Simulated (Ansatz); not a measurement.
A structure relaxed at r2SCAN-D4/def2-TZVP in Ansatz, charge 1, doublet:

```
atom   x (Å)   y (Å)   z (Å)
 Ge1   1.293   0.496  -0.282
  C2  -0.939  -0.635  -0.256
  C3  -0.354   0.139   0.539
```

(1) Give its formula and point group.

(2) Summarise the bond lengths by kind (pairs closer than 1.2 times the sum of covalent radii, bridged metal pairs left out).

Answers

(1) the cluster GeC₂⁺. Point group Cs (tolerance 0.1 Å).

(2) 1 × C–Ge 1.87 Å; 1 × C–C 1.25 Å.

The relaxation made no stability test and no search for a lower SCF solution. Another isomer (doublet) lies 0.03 eV lower at r2SCAN-D4/def2-TZVP; other spin states weren't run for this one.
